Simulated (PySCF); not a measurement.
Rigid-rotor lines calculated for a species of formula C6H15OP (commonest isotopes; PySCF, PBE0-D3(BJ)/def2-SVP geometry optimisation, gas phase), labelled J(Ka,Kc):

| transition | MHz |
| --- | --- |
| 1(0,1) ← 0(0,0) | 2392.8 |
| 2(1,2) ← 1(1,1) | 4500.7 |
| 1(1,1) ← 0(0,0) | 3059.9 |
| 2(0,2) ← 1(0,1) | 4712.1 |
| 2(1,1) ← 1(1,0) | 5070.7 |

Q: Find the rotational constants.

A: 1(0,1) ← 0(0,0) is B + C, 2(1,1) ← 1(1,0) is 3B + C and 2(1,2) ← 1(1,1) is B + 3C, so B − C is half the difference of the last two, 285.0 MHz. 1(1,1) ← 0(0,0) is A + C. A = 2005.9, B = 1338.9, C = 1053.9 MHz.

Q: What moments of inertia, asymmetry and inertial defect follow?

A: I = 505379 MHz·u·Å² over each constant: Ia = 251.94, Ib = 377.45, Ic = 479.52 u·Å²; κ = (2B − A − C)/(A − C) = -0.401 (asymmetric top); Δ = Ic − Ia − Ib = -149.87 u·Å².

Q: Which dipole components do these lines need?

A: μa and μb (a-type: ΔKa even, ΔKc odd; b-type: both odd). The calculation gives |μa| = 0.14 D, |μb| = 2.95 D, |μc| = 2.73 D.

Q: Predict further lines from these constants: 4(2,2) ← 4(1,3); 3(2,1) ← 3(2,2); 4(3,2) ← 4(2,3); 4(3,1) ← 3(3,0); 2(2,1) ← 2(1,1); 1(1,1) ← 1(0,1); 4(1,3) ← 3(1,2); 4(2,2) ← 3(3,1); 2(2,0) ← 1(1,0); 4(2,2) ← 3(1,2); 4(3,2) ← 4(2,2); 3(1,2) ← 3(1,3); 4(3,2) ← 3(2,1); 2(2,0) ← 1(1,1); 3(3,1) ← 3(2,2).

A: 
| transition | MHz | type | branch |
| --- | --- | --- | --- |
| 3(2,1) ← 3(2,2) | 340 | a | Q |
| 1(1,1) ← 1(0,1) | 667 | c | Q |
| 3(1,2) ← 3(1,3) | 1698 | a | Q |
| 2(2,1) ← 2(1,1) | 2001 | c | Q |
| 4(2,2) ← 4(1,3) | 2079 | b | Q |
| 4(3,2) ← 4(2,2) | 3373 | c | Q |
| 3(3,1) ← 3(2,2) | 4089 | b | Q |
| 4(3,2) ← 4(2,3) | 4265 | b | Q |
| 4(2,2) ← 3(3,1) | 6316 | b | R |
| 2(2,0) ← 1(1,0) | 7145 | c | R |
| 2(2,0) ← 1(1,1) | 7430 | b | R |
| 4(3,1) ← 3(3,0) | 9759 | a | R |
| 4(1,3) ← 3(1,2) | 9953 | a | R |
| 4(2,2) ← 3(1,2) | 12032 | c | R |
| 4(3,2) ← 3(2,1) | 13437 | b | R |

Q: Which structure gave them?

A: `CCP(=O)(CC)CC`. Three constants can't fix a structure by themselves; this is the one that was computed:
```xyz
23
C6H15OP angstrom
C      2.598    0.605    0.457
C      1.663   -0.119   -0.501
P      0.051   -0.485    0.277
O      0.180   -1.244    1.566
C     -0.893   -1.388   -1.000
C     -2.298   -1.738   -0.527
C     -0.794    1.122    0.502
C     -1.001    1.981   -0.736
H      2.633    0.075    1.420
H      2.262    1.636    0.653
H      3.619    0.661    0.054
H      1.514    0.436   -1.442
H      2.078   -1.104   -0.774
H     -0.899   -0.817   -1.943
H     -0.310   -2.306   -1.184
H     -2.939   -0.846   -0.454
H     -2.788   -2.441   -1.217
H     -2.255   -2.206    0.468
H     -0.206    1.649    1.271
H     -1.751    0.873    0.990
H     -1.517    2.919   -0.482
H     -0.046    2.253   -1.211
H     -1.614    1.468   -1.493
```

The values belong to one conformer with, in the numbering `[CH3:1][CH2:2][P:3](=[O:4])([CH2:5][CH3:6])[CH2:7][CH3:8]`, C1–C2–P3–O4 -54°, C2–P3–C5–C6 -178°, C2–P3–C7–C8 57°. Not checked by PBE0-D3(BJ)/def2-SVP frequencies. No vibrational averaging or centrifugal distortion is included, and the geometry carries the error of its method. A rigid rotor knows nothing of internal rotation, which can split or shift real lines.
